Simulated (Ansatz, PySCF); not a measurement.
This Ansatz (a first-principles code) input computes a PBE0/def2-TZVPD energy:

Ansatz 0.2 input:
```yaml
crystal:
  periodic: [false, false, false]
  atoms:
    - {symbol: Al, position_ang: [-0.00000000, -0.00000000, 0.00000000]}
    - {symbol: H, position_ang: [1.18628562, -0.23122513, 1.10967411]}
    - {symbol: H, position_ang: [-1.18184267, 0.93461622, 0.64950418]}
    - {symbol: H, position_ang: [-0.62889981, -1.45058930, -0.43862396]}
    - {symbol: H, position_ang: [0.62445686, 0.74719821, -1.32055432]}
basis:
  gaussian:
    orbitals: def2-TZVPD
hamiltonian:
  xc: {name: PBE0}
total_charge: -1
output: {forces: true}
```

Task: Write an input for the same energy in PySCF and say what it gives.

Result: 
```python
from pyscf import gto, scf, dft

mol = gto.M(
    atom='''
    Al   -0.00000000   -0.00000000    0.00000000
    H     1.18628562   -0.23122513    1.10967411
    H    -1.18184267    0.93461622    0.64950418
    H    -0.62889981   -1.45058930   -0.43862396
    H     0.62445686    0.74719821   -1.32055432
    ''',
    basis='def2-tzvpd',
    charge=-1,
    spin=0,
    verbose=4,
)

mf = dft.RKS(mol, xc='pbe0').density_fit(auxbasis='def2-universal-jkfit')
mf.grids.level = 3
mf.conv_tol = 1e-9
mf.max_cycle = 100
mf.max_memory = 1500
mf.kernel()
if not mf.converged:
    mf = mf.newton()
    mf.kernel(mf.make_rdm1())
mf.analyze()
```
It gives -244.72665 Eh, and Ansatz -244.72660 Eh, a difference of 0.05 mEh, from the treatment of integrals and grids.
